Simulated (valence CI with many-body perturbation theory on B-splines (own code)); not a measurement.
Level structure of Ne⁴⁺

Computed by relativistic CI+MBPT: four valence electrons over a frozen Dirac-Fock core [He], a basis of 11 s, 11 p, 10 d, 8 f, 5 g, 2 h functions for each j, with the one-electron correlation potential Σ1, the two-electron term Σ2, the three-electron term Σ3, Breit, model QED; selected CI, second order for the rest, scaled by the run's own slope (own B-spline code, finite nucleus).

Against 36 measured levels this calculation errs by 134 cm⁻¹ on average and by 368 at most. These come from a selection out of NIST levels in Podobedova, Fuhr, Reader and Wiese, J. Phys. Chem. Ref. Data 33, 525 (2004). Levels without a partner in it may be off by more. Among the levels kept, up to 1600 cm⁻¹ of a level comes from second order outside the variational space, and about a tenth of that is noise between levels of different J, which matters for small intervals. 6 measured levels below the end of the list, from 690000 cm⁻¹ on, found no clear computed partner, and computed levels of the same name lie up to 10356 cm⁻¹ from them.

Levels 181 to 201 of 201, with energies above the lowest level, 2s2.2p2 3P_0. "Leading %" is the weight of the configuration and term that name the level; weights of strongly mixed levels are sums over their largest components and can fall short. In the jj column 3d3/2^4 stands for four electrons in 3d with j = 3/2. Lifetimes count E1, E2, E3, M1 and M2 decay at the calculated energies, and are blank where another channel may lead or the interval is too uncertain; long ones can be off by a factor of two.

```
No.  Configuration  Term  J  E (cm⁻¹)  Leading %  Lifetime    Second component                   Leading jj
181      2s2.2p.5p    3D  2    895630         88    303 ps                          2s^2 2p1/2 5p3/2 (66 %)
182      2s2.2p.5p    1P  1    896380         54    256 ps   20 % 2s2.2p.5p 3P      2s^2 2p1/2 5p3/2 (58 %)
183      2s2.2p.5p    3D  3    896440         94    309 ps                          2s^2 2p3/2 5p3/2 (94 %)
184      2s2.2p.5p    3P  0    896800         76    162 ps    7 % 2s.2p2.3d 1S      2s^2 2p1/2 5p1/2 (68 %)
185      2s.2p2.3p   3P°  0    897170         79   61.0 ps  10 % 2s2.2p.5s 3P°  2s 2p1/2 2p3/2 3p1/2 (32 %)
186      2s2.2p.5p    3P  1    897280         54    339 ps   23 % 2s2.2p.5p 1P      2s^2 2p3/2 5p1/2 (39 %)
187      2s.2p2.3p   3P°  1    897350         79   62.1 ps  11 % 2s2.2p.5s 3P°  2s 2p1/2 2p3/2 3p3/2 (29 %)
188      2s.2p2.3d    1S  0    897600         72   25.6 ps   10 % 2s2.2p.5p 1S  2s 2p1/2 2p3/2 3d5/2 (26 %)
189      2s2.2p.5p    3P  2    897660         82    413 ps    6 % 2s.2p2.4s 3P      2s^2 2p3/2 5p3/2 (47 %)
190      2s.2p2.3p   3P°  2    897700         78   63.9 ps  13 % 2s2.2p.5s 3P°      2s 2p3/2^2 3p3/2 (31 %)
191      2s2.2p.5p    3S  1    898230         74    153 ps   11 % 2s2.2p.5p 3P      2s^2 2p3/2 5p1/2 (45 %)
192      2s2.2p.5p    1D  2    899640         90    415 ps                          2s^2 2p3/2 5p3/2 (42 %)
193      2s.2p2.3p   3S°  1    902020         84   33.7 ps     12 % 2p3.3s 3S°  2s 2p1/2 2p3/2 3p3/2 (28 %)
194      2s.2p2.4s    5P  1    902550         98    111 ps                         2s 2p1/2 2p3/2 4s (41 %)
195      2s2.2p.5p    1S  0    902920         79    182 ps   13 % 2s.2p2.3d 1S      2s^2 2p3/2 5p3/2 (59 %)
196      2s.2p2.4s    5P  2    902980         98    110 ps                         2s 2p1/2 2p3/2 4s (82 %)
197      2s.2p2.4s    5P  3    903560         98    110 ps                             2s 2p3/2^2 4s (64 %)
198      2s2.2p.5d   3F°  2    903750         68    185 ps  25 % 2s2.2p.5d 1D°      2s^2 2p1/2 5d3/2 (92 %)
199      2s2.2p.5d   3F°  3    904300         88    211 ps   5 % 2s2.2p.5d 3D°      2s^2 2p1/2 5d5/2 (65 %)
200      2s2.2p.5d   1D°  2    904510         57   92.7 ps  22 % 2s2.2p.5d 3F°      2s^2 2p1/2 5d5/2 (49 %)
201      2s2.2p.5d   3F°  4    905050         95    331 ps                          2s^2 2p3/2 5d5/2 (95 %)
```

Names give the largest LS component (configuration and term), which can be under half, so a name can repeat, a term be missing and a line seem to break the LS rules; names also repeat where a configuration has a term twice.

Where two levels of one J and parity lie close, their mixing, g and order are uncertain.
